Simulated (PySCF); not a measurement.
AsGaH₄, SMILES [GaH2][AsH2].

The structure is a stationary point at PBE0-D3(BJ)/def2-TZVP.

These are TDDFT-PBE0/def2-SVPD in PySCF 2.14.0 values and carry that method's errors.

Vertical excitations. The molecule is in vacuum. State labels are in the subgroup Cs.

```tsv
state	symmetry	energy (eV)	λ (nm)	f	main pairs
S1	A'	4.19	296	0.015	HOMO→LUMO 96 %
S2	A"	5.33	233	0.000	HOMO−1→LUMO 100 %
S3	A'	5.71	217	0.000	HOMO−2→LUMO 87 %
S4	A"	6.04	205	0.004	HOMO→LUMO+3 99 %
S5	A'	6.09	203	0.060	HOMO→LUMO+1 65 %, HOMO→LUMO+2 33 %
S6	A'	6.53	190	0.444	HOMO→LUMO+2 51 %, HOMO→LUMO+1 29 %, HOMO−2→LUMO 8 %
S7	A'	7.24	171	0.066	HOMO→LUMO+4 96 %
S8	A"	7.47	166	0.002	HOMO−3→LUMO 91 %
S9	A"	7.61	163	0.078	HOMO−1→LUMO+1 93 %
S10	A'	7.64	162	0.157	HOMO−2→LUMO+2 74 %, HOMO−2→LUMO+1 14 %
T1	A'	3.63	341	0	HOMO→LUMO 97 %
T2	A"	4.83	257	0	HOMO−1→LUMO 98 %
T3	A'	5.27	235	0	HOMO−2→LUMO 62 %, HOMO→LUMO+2 22 %, HOMO→LUMO+1 12 %
T4	A'	5.42	229	0	HOMO→LUMO+2 38 %, HOMO−2→LUMO 36 %, HOMO→LUMO+1 21 %
```
Triplets are in the Tamm–Dancoff approximation, which puts them higher than full response would, so one can lie above its singlet here.
